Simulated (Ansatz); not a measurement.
Correlation energies of CH3GaOS by basis set

```json
{"atom": "S1", "x (Å)": "-1.757", "y (Å)": "1.187", "z (Å)": "-2.089"}
{"atom": "Ga2", "x (Å)": "0.260", "y (Å)": "1.641", "z (Å)": "-1.060"}
{"atom": "C3", "x (Å)": "0.863", "y (Å)": "-0.727", "z (Å)": "1.135"}
{"atom": "O4", "x (Å)": "-0.025", "y (Å)": "-0.500", "z (Å)": "0.357"}
{"atom": "H5", "x (Å)": "-1.913", "y (Å)": "0.071", "z (Å)": "-1.356"}
{"atom": "H6", "x (Å)": "1.737", "y (Å)": "-0.056", "z (Å)": "1.226"}
{"atom": "H7", "x (Å)": "0.836", "y (Å)": "-1.616", "z (Å)": "1.787"}
```

Charge 0, multiplicity 1. Correlated methods include outer-core shells of Ga, which these sets cover unevenly. Scalar relativity is left out up to krypton. The bonds changed during the relaxation, so this is another structure than the one it started from. Geometry: relaxed with PBE0-D4/def2-TZVP. It is one conformer, not always the lowest. Frozen core, restricted reference, Ansatz 0.2.0.

| basis | HF (Eh) | MP2 corr. |
| --- | --- | --- |
| def2-SVP | -2434.80961 | -0.64167 |
| def2-TZVPP | -2435.33353 | -0.77642 |
| def2-QZVPP | -2435.38997 | -1.07050 |

(1) Estimate the CCSD correlation energy and the (T) correction in each basis where they were run (hartree).

Answers

(1) 
```json
{"basis": "def2-SVP", "CCSD corr.": "-0.66964", "(T)": "-0.02222"}
{"basis": "def2-TZVPP", "CCSD corr.": "-0.80304", "(T)": "-0.03596"}
```
